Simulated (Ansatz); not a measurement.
C2H5NSeSi can be A, `N=C=C([SiH3])[SeH]`, or B, `C[SiH]1N=C[Se]1`.

Gas-phase electronic energies from Ansatz, PBE0-D4/def2-TZVP geometries. CCSD(T)/CBS adds triple-zeta CCSD(T) − MP2 to the extrapolated MP2 energy (def2 sets, frozen cores). DFT in def2-TZVPP. B3LYP here is the variant with VWN-RPA as its local correlation; programs differ in this. For Se outer-core shells are correlated without core-valence functions, which leaves a few kJ/mol of doubt a bond. Scalar relativity is left out up to krypton. One conformer a species, not always the lowest.

**Question.** Which is lower in electronic energy at CCSD(T)/CBS, and by how much? (Estimate.)

**Answer.** Ansatz gave: B, by 50.2 kcal/mol.

**Question.** Give E(B) − E(A) in kcal/mol with r2SCAN-D4, HF/def2-TZVPP, ωB97M-V, PBE-D4, CCSD/def2-TZVPP, B3LYP, B3LYP-D4. (An estimate is asked.)

**Answer.** The calculation gave: r2SCAN-D4 -47.8, HF/def2-TZVPP -43.2, ωB97M-V -48.2, PBE-D4 -46.6, CCSD/def2-TZVPP -47.5, B3LYP -43.1, B3LYP-D4 -43.5. None reverses the order clearly.

**Question.** Does the order hold for the free energy at 298.15 K (harmonic terms from PBE0-D4)? (An estimate is asked.)

**Answer.** Ansatz gave: Yes: G(B) − G(A) = -43.9 kcal/mol, for one conformer each.

Largest T1 diagnostic: 0.013.

In def2-TZVPP, CCSD(T) changes the Hartree–Fock value by −4.7 kcal/mol (the triples alone add −0.4 kcal/mol) and MP2 by −7.1 kcal/mol. At CCSD(T), def2-SVP lies +9.6 kcal/mol from the extrapolated value and def2-TZVPP +2.3 kcal/mol.
